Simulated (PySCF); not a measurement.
Species: C₃H₈OSi₂.
Bonds: C1–O2, O2–Si3, Si3–C4, C4–C5 (triple), C5–Si6. Hydrogens: H7, H8, H9 on C1; H10, H11 on Si3; H12, H13, H14 on Si6.

The same species was optimised twice, with GFN2-xTB and with PBE0-D3(BJ)/def2-SVP (PySCF), and the same property calculations (PySCF, gas phase) were run on both structures.

| coordinate | GFN2-xTB | PBE0-D3(BJ)/def2-SVP | change |
| --- | --- | --- | --- |
| O2–Si3 (Å) | 1.625 | 1.658 | +0.033 |
| Si3–C4 (Å) | 1.858 | 1.842 | -0.016 |
| C4≡C5 (Å) | 1.211 | 1.225 | +0.014 |
| C5–Si6 (Å) | 1.849 | 1.836 | -0.013 |
| C1–O2 (Å) | 1.392 | 1.402 | +0.010 |
| C1–O2–Si3 (°) | 129.4 | 124.3 | -5.1 |
| O2–Si3–C4 (°) | 111.4 | 110.2 | -1.2 |
| Si3–C4–C5 (°) | 178.1 | 178.8 | +0.7 |
| C4–C5–Si6 (°) | 179.3 | 179.6 | +0.3 |
| C1–O2–Si3–C4 (°) | -57 | -55 | +2 |

Rotational constants: A = 5362, B = 798.0, C = 715.1 MHz (GFN2-xTB) against A = 5252, B = 810.7, C = 724.0 MHz (PBE0-D3(BJ)/def2-SVP). Point groups within 0.08 Å: C1 and C1.

On the GFN2-xTB structure: HOMO (eV) -8.10 [PBE0/pcSseg-1]; LUMO (eV) -0.79 [PBE0/pcSseg-1]; dipole (D) 1.36 [PBE0/pcSseg-1]; GIAO shielding of C1 (ppm) 133.8 [PBE0/pcSseg-1]; GIAO shielding of O2 (ppm) 333.1 [PBE0/pcSseg-1]; GIAO shielding of Si3 (ppm) 400.0 [PBE0/pcSseg-1]; GIAO shielding of C4 (ppm) 67.4 [PBE0/pcSseg-1]; GIAO shielding of C5 (ppm) 74.8 [PBE0/pcSseg-1]; GIAO shielding of Si6 (ppm) 448.8 [PBE0/pcSseg-1].

What do these properties become on the PBE0-D3(BJ)/def2-SVP structure?

```json
{"property": "HOMO (eV)", "level": "PBE0/pcSseg-1", "on GFN2-xTB": "-8.10", "on PBE0-D3(BJ)/def2-SVP": "-8.13", "change": "-0.03"}
{"property": "LUMO (eV)", "level": "PBE0/pcSseg-1", "on GFN2-xTB": "-0.79", "on PBE0-D3(BJ)/def2-SVP": "-0.92", "change": "-0.13"}
{"property": "dipole (D)", "level": "PBE0/pcSseg-1", "on GFN2-xTB": "1.36", "on PBE0-D3(BJ)/def2-SVP": "1.30", "change": "-0.06"}
{"property": "energy, GFN2-xTB geometry as zero (kcal/mol)", "level": "PBE0/pcSseg-1", "on GFN2-xTB": "0.0", "on PBE0-D3(BJ)/def2-SVP": "-2.1", "change": "-2.1"}
{"property": "GIAO shielding of C1 (ppm)", "level": "PBE0/pcSseg-1", "on GFN2-xTB": "133.8", "on PBE0-D3(BJ)/def2-SVP": "131.4", "change": "-2.4"}
{"property": "GIAO shielding of O2 (ppm)", "level": "PBE0/pcSseg-1", "on GFN2-xTB": "333.1", "on PBE0-D3(BJ)/def2-SVP": "331.7", "change": "-1.4"}
{"property": "GIAO shielding of Si3 (ppm)", "level": "PBE0/pcSseg-1", "on GFN2-xTB": "400.0", "on PBE0-D3(BJ)/def2-SVP": "398.5", "change": "-1.5"}
{"property": "GIAO shielding of C4 (ppm)", "level": "PBE0/pcSseg-1", "on GFN2-xTB": "67.4", "on PBE0-D3(BJ)/def2-SVP": "65.2", "change": "-2.2"}
{"property": "GIAO shielding of C5 (ppm)", "level": "PBE0/pcSseg-1", "on GFN2-xTB": "74.8", "on PBE0-D3(BJ)/def2-SVP": "71.6", "change": "-3.2"}
{"property": "GIAO shielding of Si6 (ppm)", "level": "PBE0/pcSseg-1", "on GFN2-xTB": "448.8", "on PBE0-D3(BJ)/def2-SVP": "448.3", "change": "-0.5"}
```

The heavy atoms differ by 0.045 Å rms after alignment. Among bonds between heavy atoms O2–Si3 changes most (+0.033 Å). Changes are differences of the printed values. Neither structure is proved a minimum here.

The values belong to the conformer `[CH3:1][O:2][SiH2:3][C:4]#[C:5][SiH3:6]`: C1–O2–Si3–C4 -55°.
